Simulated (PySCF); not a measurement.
**Polarisability and C₆ of Ar⁺ (argon, charge +1)**

[Ne] 3s2 3p5, 2P determinant. Calculation: PySCF 2.14, in x2c-TZVPPall with one added diffuse shell each of s, p, d type (6s6p4d1f, 51 functions); the spin-free X2C one-electron Hamiltonian (Gaussian nucleus). Coupled (time-dependent) response in atomic units; α is the mean over directions.

```json
{"method": "UHF", "mean α (bohr³)": "6.812", "α xx, yy, zz": "6.642, 6.896, 6.896", "C₆ (like pair)": "30.63", "S(−4)": "9.701"}
{"method": "PBE", "mean α (bohr³)": "7.081", "α xx, yy, zz": "6.833, 7.205, 7.205", "C₆ (like pair)": "32.07", "S(−4)": "10.95"}
{"method": "PBE0", "mean α (bohr³)": "6.951", "α xx, yy, zz": "6.734, 7.060, 7.060", "C₆ (like pair)": "31.35", "S(−4)": "10.36"}
{"method": "revPBE", "mean α (bohr³)": "7.060", "α xx, yy, zz": "6.816, 7.182, 7.182", "C₆ (like pair)": "31.96", "S(−4)": "10.86"}
{"method": "BLYP", "mean α (bohr³)": "7.147", "α xx, yy, zz": "6.885, 7.278, 7.278", "C₆ (like pair)": "32.41", "S(−4)": "11.26"}
```

S(−4) is the Cauchy moment in α(ω) = α(0) + S(−4) ω² + …

α(iu) at revPBE:

```tsv
u (hartree)	α(iu) (bohr³)
0	7.060
0.0500	7.033
0.100	6.953
0.200	6.654
0.300	6.217
0.500	5.165
0.750	3.930
1.00	2.978
1.50	1.801
2.00	1.183
3.00	0.6195
5.00	0.2657
```

For an ion, C₆ is the dispersion term alone; charge-induced terms of lower order in 1/R come first.

The components differ because the open shell of this determinant is not spherical; for a pure term their mean is the scalar polarisability.
